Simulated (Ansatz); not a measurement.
`[GeH3][S][GeH3]`. Charge 0, multiplicity 1. Correlated methods include outer-core shells of Ge, which these sets cover unevenly. Scalar relativity is left out up to krypton.

```xyz
9

Ge    0.2574   -0.1059   -1.6586
S    -1.2406   -0.8188   -0.1812
Ge   -0.3325    0.0562    1.6476
H     0.3071    1.4310   -1.6533
H    -0.2108   -0.6301   -3.0210
H     1.6462   -0.6650   -1.3072
H    -0.2436    1.5850    1.5073
H    -1.2596   -0.3306    2.8057
H     1.0764   -0.5219    1.8606
```

Question: Give the diagnostics of a CCSD(T)/def2-TZVPP run (frozen core, Ansatz 0.2.0). (Best estimate.)

Answer: Ansatz gave: T1 = 0.0113, largest single amplitude 0.019, largest double 0.023, (T) share of the correlation energy 3.7 %, 8 CCSD cycles. The RHF solution is stable towards an unrestricted one. T1 lies under the customary mark of 0.02 for closed shells.
